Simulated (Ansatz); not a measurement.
Consider the ligand exchange at a Ge–C bond: `C=[C](F)[GeH3]` + `[SiH3]N[SiH3]` → `[SiH3][N]([SiH3])[GeH3]` + `C=CF`.

Isolated molecules relaxed with PBE0-D4/def2-TZVP in Ansatz; ΔE leaves out vibrations. CCSD(T)/CBS is the MP2 limit (def2-TZVPP, def2-QZVPP) plus CCSD(T) − MP2 in def2-TZVPP, frozen cores. This one scheme is used for every species. DFT in def2-TZVPP. B3LYP here is the variant with VWN-RPA as its local correlation; programs differ in this. For Ge outer-core shells are correlated without core-valence functions, which leaves a few kJ/mol of doubt a bond. Scalar relativity is left out up to krypton.

Q: Is it downhill or uphill in electronic energy at CCSD(T)/CBS, and by how much? (Estimate.)

A: Computed: Downhill: ΔE = -7.6 kcal/mol.

Q: What do these levels give: PBE0-D4, CAM-B3LYP-D4, ωB97X-V, ωB97M-V, PBE-QIDH, B3LYP, CAM-B3LYP, RPA@PBE/def2-TZVPP, MP2/def2-QZVPP, SCS-MP2/def2-QZVPP, HF/CBS(def2), CCSD/CBS(def2)? (An estimate is asked.)

A: Computed: PBE0-D4 -6.7, CAM-B3LYP-D4 -6.7, ωB97X-V -6.9, ωB97M-V -6.9, PBE-QIDH -7.5, B3LYP -5.0, CAM-B3LYP -5.5, RPA@PBE/def2-TZVPP -8.1, MP2/def2-QZVPP -8.5, SCS-MP2/def2-QZVPP -8.3, HF/CBS(def2) -8.0, CCSD/CBS(def2) -7.5 kcal/mol.

Largest T1 diagnostic among the species: 0.012.

The D4 term adds −2.1 kcal/mol with B3LYP and −1.2 kcal/mol with PBE0; it sums over pairs of atoms, weighted by their polarisabilities, and B3LYP, whose exchange is more repulsive, gets the larger term. From BLYP to BHLYP (50 % exact exchange), in def2-TZVPP and without D4, ΔE moves by −2.3 kcal/mol.
